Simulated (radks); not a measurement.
Question: Mg V, configuration [He] 2s2 2p4. Calculated with a radial shooting solver on a logarithmic mesh with Libxc functionals: scalar-relativistic Kohn-Sham, exchange-only PBE, spin-polarised, spherical densities, point nucleus; open shells are filled with parallel spins first. Some entries of the table are withheld. Estimate them.

| orbital | occ. | eigenvalue (hartree) | <r^2> (bohr^2) |
|---|---|---|---|
| 1s up | 1 | -49.95619 | 0.02299 |
| 1s down | 1 | -49.84607 | 0.02288 |
| 2s up | 1 | (1) | 0.4958 |
| 2s down | 1 | (2) | 0.5108 |
| 2p up | 3 | -4.79855 | (3) |
| 2p down | 1 | -4.53627 | (4) |

Answer: 
(1) 2s up eigenvalue (hartree): -5.95673
(2) 2s down eigenvalue (hartree): -5.71529
(3) 2p up <r^2> (bohr^2): 0.4502
(4) 2p down <r^2> (bohr^2): 0.4724
